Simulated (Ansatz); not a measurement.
Harmonic frequencies (cm⁻¹) at PBE0-D4/def2-TZVP from Ansatz: 51, 79, 144, 223, 260, 276, 370, 433, 447, 457, 507, 699, 798, 869, 896, 927, 946, 1053, 1162, 1167, 1199, 1365, 1385, 1398, 1408, 1471, 1476, 1484, 1498, 1560, 2980, 3048, 3052, 3126, 3132, 3132, 3135, 3580, 3701.

Each molecule was computed in one conformer, which needn't be the lowest.

**Question.** Which molecule is it?
A. `C[Si]N(C)C`
B. `N[Si]N([SiH3])[SiH3]`
C. `CC(C)O[Si]O`
D. `CC(C)O[Si]N`

**Answer.** D.
